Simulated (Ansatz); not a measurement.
Computed with Ansatz on PBE0-D4/def2-TZVP structures; ΔE is electronic, products minus reactants. CCSD(T)/CBS is the MP2 limit (def2-TZVPP, def2-QZVPP) plus CCSD(T) − MP2 in def2-TZVPP, frozen cores. DFT in def2-TZVPP. B3LYP here is the variant with VWN-RPA as its local correlation; programs differ in this. Each species was taken in one conformer, which may not be the lowest.

`NC[SiH2]O` + `C[SiH](O)F` → `C[SiH](F)O[SiH2]O` + CH₃NH₂  (ligand exchange at the Si–C bond)

`NC[SiH2]O`:

Z-matrix (Å, degrees):
```
C
Si 1 1.883
N 1 1.468 2 106.3
H 1 1.095 2 107.0 3 -115.4
H 1 1.099 2 113.3 3 127.2
O 2 1.646 1 106.4 3 47.0
H 2 1.485 1 112.7 3 166.2
H 2 1.493 1 108.9 3 -73.1
H 3 1.012 1 111.5 2 -167.9
H 3 1.013 1 110.6 2 73.3
H 6 0.965 2 110.3 1 -27.5
```

`C[SiH](O)F`:

Cartesian coordinates in Å:
```
C 0.169 0.750 0.863
Si 0.267 -0.595 -0.405
O -1.190 -1.008 -1.018
F 1.218 -0.068 -1.580
H 1.164 0.988 1.247
H -0.457 0.441 1.704
H -0.254 1.665 0.440
H 0.846 -1.853 0.107
H -1.764 -0.320 -1.358
```

`C[SiH](F)O[SiH2]O`:

Cartesian coordinates in Å:
```
C -0.647 0.795 -1.775
Si -1.269 0.100 -0.183
F -1.414 -1.489 -0.351
O -0.237 0.370 1.044
Si 1.207 -0.148 1.617
O 1.904 -1.228 0.600
H 0.324 0.362 -2.026
H -0.529 1.879 -1.700
H -1.341 0.583 -2.592
H -2.596 0.618 0.214
H 2.136 0.998 1.684
H 0.962 -0.748 2.951
H 1.499 -2.093 0.517
```

CH₃NH₂:

Z-matrix (Å, degrees):
```
C
N 1 1.453
H 1 1.092 2 109.4
H 1 1.100 2 115.4 3 -121.6
H 1 1.092 2 109.4 3 116.8
H 2 1.012 1 110.6 3 62.6
H 2 1.012 1 110.6 3 -179.3
```

Q: Is it downhill or uphill in electronic energy at CCSD(T)/CBS, and by how much? (Best estimate.)

A: Computed: Downhill: ΔE = -32.6 kcal/mol.

Q: What do these levels give: PBE, B3LYP, MP2/def2-TZVPP, CCSD(T)/def2-TZVPP, SCS-MP2/def2-QZVPP, HF/CBS(def2)? (Estimate.)

A: The calculation gave: PBE -28.5, B3LYP -32.8, MP2/def2-TZVPP -32.8, CCSD(T)/def2-TZVPP -32.6, SCS-MP2/def2-QZVPP -34.0, HF/CBS(def2) -38.7 kcal/mol.

Largest T1 diagnostic among the species: 0.011.

In def2-TZVPP, CCSD(T) changes the Hartree–Fock value by +5.5 kcal/mol (the triples alone add +0.8 kcal/mol) and MP2 by +5.3 kcal/mol. From PBE to PBE0 (25 % exact exchange), in def2-TZVPP and without D4, ΔE moves by −1.6 kcal/mol.
